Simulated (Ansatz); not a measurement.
Reaction (ligand exchange at the In–S bond): `[CH3][InH][SH]` + `C=C=CO` → `C=C=C[O][InH][CH3]` + H₂S

Calculated with Ansatz (gas phase, PBE0-D4/def2-TZVP geometries, no zero-point term in ΔE). CCSD(T)/CBS is the MP2 limit (def2-TZVPP, def2-QZVPP) plus CCSD(T) − MP2 in def2-TZVPP, frozen cores. This one scheme is used for every species. DFT in def2-TZVPP. B3LYP here is the variant with VWN-RPA as its local correlation; programs differ in this. Elements past krypton have def2 core potentials. For In outer-core shells are correlated without core-valence functions, which leaves a few kJ/mol of doubt a bond. Each species was taken in one conformer, which may not be the lowest.

`[CH3][InH][SH]`:

Cartesian coordinates in Å:
```
C -0.224 -1.164 0.479
In 0.840 0.635 0.008
S -0.354 2.288 -1.255
H -0.500 -1.156 1.535
H -1.129 -1.239 -0.122
H 0.405 -2.037 0.297
H 2.442 1.112 0.398
H -1.480 1.560 -1.340
```

`C=C=CO`:

Cartesian coordinates in Å:
```
C -0.913 0.502 -1.148
C -0.238 0.230 -0.069
C 0.433 -0.034 1.018
O 1.380 -1.002 1.172
H -0.555 1.223 -1.879
H -1.866 0.023 -1.362
H 0.279 0.528 1.932
H 1.480 -1.471 0.337
```

`C=C=C[O][InH][CH3]`:

Cartesian coordinates in Å:
```
C -0.458 0.037 -1.984
C -1.282 0.253 -0.984
C -1.942 0.546 0.124
O -1.324 0.929 1.232
In 0.716 0.835 0.713
C 1.473 -1.082 1.255
H -0.039 -0.950 -2.185
H -0.197 0.819 -2.697
H -3.030 0.472 0.160
H 1.288 2.391 0.306
H 0.663 -1.807 1.176
H 2.294 -1.378 0.601
H 1.836 -1.065 2.284
```

H₂S:

Cartesian coordinates in Å:
```
S 0.162 -0.253 0.542
H 0.789 -0.091 -0.632
H -0.952 0.343 0.090
```

CCSD(T)/CBS gives +8.1 kcal/mol.

Question: Another level gave +9.9 kcal/mol. Which?
A. B3LYP/def2-TZVPP
B. HF/def2-TZVPP
C. r2SCANh-D4/def2-TZVPP
D. SCS-MP2/def2-TZVPP

Answer: C. r2SCANh-D4 9.9, SCS-MP2/def2-TZVPP 8.6, B3LYP 12.8, HF/def2-TZVPP 14.6 kcal/mol.

Largest T1 diagnostic among the species: 0.015.

In def2-TZVPP, CCSD(T) changes the Hartree–Fock value by −5.8 kcal/mol (the triples alone add −1.3 kcal/mol) and MP2 by −6.4 kcal/mol. At CCSD(T), def2-SVP lies +0.9 kcal/mol from the extrapolated value and def2-TZVPP +0.7 kcal/mol. From PBE to PBE0 (25 % exact exchange), in def2-TZVPP and without D4, ΔE moves by +0.9 kcal/mol.
